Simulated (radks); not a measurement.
The numbers below are computed, except where a source is named.
All-electron atom: the samarium ion Sm3+ in [Xe] 4f4 7f1 (not the ground configuration).

Level of theory: Dirac Kohn-Sham, PBEsol, spin-unpolarised, spherical densities, point nucleus; open shells fill j = l - 1/2 first (a radial shooting solver on a logarithmic mesh with Libxc functionals).

Energy parts (Ry):
| part | energy |
|---|---|
| total | -20856.1565 |
| kinetic | 22617.0730 |
| electron-nucleus | -50911.0031 |
| Hartree | 7899.6093 |
| exchange-correlation | -461.8358 |

Orbitals (lengths in bohr, moments of r in powers of bohr; <r^-3> diverges for s and p1/2):
| orbital | occ. | eigenvalue (Ry) | <r^-3> | <r^2> |
|---|---|---|---|---|
| 1s1/2 | 2 | -3429.572 | - | 0.0007051 |
| 2s1/2 | 2 | -563.2111 | - | 0.01106 |
| 2p1/2 | 2 | -534.0412 | - | 0.008053 |
| 2p3/2 | 4 | -489.7683 | 8882 | 0.009296 |
| 3s1/2 | 2 | -126.3232 | - | 0.07425 |
| 3p1/2 | 2 | -113.7741 | - | 0.06941 |
| 3p3/2 | 4 | -104.8139 | 1853 | 0.07662 |
| 3d3/2 | 4 | -83.04004 | 309.1 | 0.06164 |
| 3d5/2 | 6 | -81.09445 | 277.0 | 0.06366 |
| 4s1/2 | 2 | -27.98770 | - | 0.3763 |
| 4p1/2 | 2 | -23.16809 | - | 0.3971 |
| 4p3/2 | 4 | -21.17460 | 413.5 | 0.4359 |
| 4d3/2 | 4 | -13.22952 | 58.52 | 0.5016 |
| 4d5/2 | 6 | -12.86943 | 51.82 | 0.5166 |
| 4f5/2 | 4 | -3.59462 | 7.505 | 0.8928 |
| 4f7/2 | 0 | -3.54631 | 7.283 | 0.9094 |
| 5s1/2 | 2 | -6.16199 | - | 2.021 |
| 5p1/2 | 2 | -4.76154 | - | 2.442 |
| 5p3/2 | 4 | -4.44119 | 66.30 | 2.684 |
| 7f5/2 | 1 | -0.42489 | 0.1009 | 142.2 |
| 7f7/2 | 0 | -0.42424 | 0.1003 | 142.5 |

The highest occupied level is 7f5/2 at -5.781 eV. The configuration is held as typed, so some empty levels lie below it. The density falls to 0.001 e/bohr^3 at r = 3.21 bohr.
